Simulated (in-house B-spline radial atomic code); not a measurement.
**Ionising Ag+ with different functionals**

Computed with a B-spline radial code for spherical atoms: four-component Dirac-Coulomb Hamiltonian, Fermi nucleus of rms radius 4.5454 fm, spin-restricted, spherical fractional occupations for the functionals, and exact exchange of hybrids averaged over the configuration. The ionisation energy is the difference of two self-consistent energies, [Kr] 4d10 → [Kr] 4d9, without Breit or QED terms; ε is the level of the shell that loses the electron (mean over j). The electron is taken from both j subshells in proportion to 2j + 1, so the result is a j average, not the step between ground levels.

```json
{"method": "BHandHLYP", "rung": "global hybrid", "ΔSCF (eV)": "21.46", "-ε(4d) (eV)": "19.25"}
{"method": "B97-1", "rung": "global hybrid", "ΔSCF (eV)": "21.79", "-ε(4d) (eV)": "17.10"}
{"method": "wB97X", "rung": "range-separated hybrid", "ΔSCF (eV)": "?", "-ε(4d) (eV)": "?"}
{"method": "CAM-B3LYP", "rung": "range-separated hybrid", "ΔSCF (eV)": "?", "-ε(4d) (eV)": "?"}
```

Question: What does wB97X give?

Answer: ΔSCF 21.66 eV, and -ε(4d) = 19.95 eV.

Question: What does CAM-B3LYP give?

Answer: ΔSCF 21.88 eV, and -ε(4d) = 19.02 eV.

Question: Among the functionals, which spreads more, the ΔSCF values or the orbital energies?

Answer: The orbital energies: ΔSCF values span about 0.42 eV and the orbital energies 2.85 eV; here energy differences depend much less on the functional than eigenvalues do.

Question: How do they compare with the NIST value?

Answer: NIST lists 21.484 eV (measured, ground level to ground level). Errors run from -0.03 to +0.39 eV; BHandHLYP is closest (-0.03 eV), but part of that can be cancellation, since the calculations leave out Breit-QED terms, spin polarisation, the choice among j levels, multiplet and fine-structure energies.
